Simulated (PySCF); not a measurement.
# YbH: f occupation and spin

Unrestricted PBE0; basis Yb x2c-TZVPall, H x2c-TZVPall; spin-free X2C with a Gaussian nucleus; PySCF 2.14. The search starts from ions with several 4f fillings and holds each by maximum overlap.

The lowest solution has 2Ms+1 = 2, about 13.9 4f electrons, near 2.05 Å.

The lowest solution of each spin and filling, followed along the bond (rough minima from three points):

```json
{"2Ms+1": "2", "4f population": "13.95", "⟨S²⟩ at the start": "0.75", "R at minimum (Å)": "2.05", "Te (eV)": "0.00"}
{"2Ms+1": "2", "4f population": "13.00", "⟨S²⟩ at the start": "0.75", "R at minimum (Å)": "1.91", "Te (eV)": "1.74"}
```

Solutions at the starting distance of 1.815 Å, counted from the lowest; the search is not exhaustive:

| 2Ms+1 | 4f population | E (eV) | ⟨S²⟩ | ⟨Lz²⟩ | μ (D) |
| --- | --- | --- | --- | --- | --- |
| 2 | 13.95 | 0.00 | 0.75 | 0.0 | -2.18 |
| 2 | 13.00 | 1.59 | 0.75 | 4.0 | -1.48 |
| 2 | 13.97 | 1.77 | 0.76 | 1.0 | -0.65 |
| 2 | 13.00 | 1.99 | 0.75 | 9.0 | -1.55 |
| 4 | 13.07 | 2.75 | 3.75 | 1.1 | -0.37 |
| 4 | 13.05 | 2.80 | 3.75 | 4.0 | -2.61 |
| 4 | 13.00 | 3.97 | 3.75 | 10.0 | -4.12 |

Partly filled real f orbitals mix terms, so no term symbols are given. A positive dipole means Yb(−)H(+).

Spin–orbit coupling is left out. Counting both spins, an empty level lies below a filled one in some of these solutions, because spin and occupation are held. The state is the lowest single determinant that the PBE0 search found; with open d or f shells the true ground state can be another one.
